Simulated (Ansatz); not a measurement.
Level of theory: frozen-core CCSD(T)/def2-TZVPP // B3LYP-D3(BJ)/def2-TZVP (Ansatz, a quantum-chemistry and plane-wave program).

Ansatz 0.2 input:
```yaml
crystal:
  periodic: [false, false, false]
  atoms:
    - { symbol: Si, position_ang: [-0.132555, 0.001619, -0.00489] }
    - { symbol: Cl, position_ang: [1.93247, -0.023586, 0.071287] }
    - { symbol: H, position_ang: [-0.652075, -0.036119, 1.375994] }
    - { symbol: H, position_ang: [-0.560543, 1.240606, -0.68305] }
    - { symbol: H, position_ang: [-0.587295, -1.182518, -0.759343] }
basis:
  gaussian: { orbitals: def2-TZVPP }
correlation:
  method: ccsd_t
```

Output:

```
Functional definition: HF
717 factors; integrals over basis functions are off by at most 7.5e-4 eV
mean field evaluation 1: about -20414.3664 eV, gradient 1.3e1 eV
mean field evaluation 2: about -20414.4872 eV, gradient 1.4e1 eV
mean field evaluation 4: about -20415.2844 eV, gradient 1.8e0 eV
mean field evaluation 8: about -20415.2972 eV, gradient 6.4e-2 eV
mean field evaluation 16: about -20415.0429 eV, gradient 5.0e0 eV
mean field -20415.29718318 eV, -750.2483334964 hartree, gradient 2.2e-6 eV, S^2 0.000000; 0 other end points of the search recorded, 0 dependent functions left out
10 core orbitals not correlated
reference -20415.29718318 eV, -750.2483334964 hartree; 7, 7 occupied and 109, 109 virtual orbitals, 717 factors
second order -8.72031509 eV of doubles, -0.00000000 eV of singles
cycle   1  -9.46320548 eV  change   -7.4e-1 eV  update   6.2e-2
cycle   2  -9.73789169 eV  change   -2.7e-1 eV  update   1.9e-2
cycle   3  -9.75929897 eV  change   -2.1e-2 eV  update   5.9e-3
cycle   4  -9.75575486 eV  change    3.5e-3 eV  update   1.7e-3
cycle   5  -9.75545921 eV  change    3.0e-4 eV  update   4.9e-4
cycle   6  -9.75543332 eV  change    2.6e-5 eV  update   1.4e-4
cycle   7  -9.75543087 eV  change    2.4e-6 eV  update   3.5e-5
cycle   8  -9.75544307 eV  change   -1.2e-5 eV  update   1.1e-5
perturbative correction -0.34570898 eV, -0.0127045707 hartree
Total energy: -20425.39833523 eV, -750.6195439874 hartree
```

Cost: very roughly 8 core-seconds.
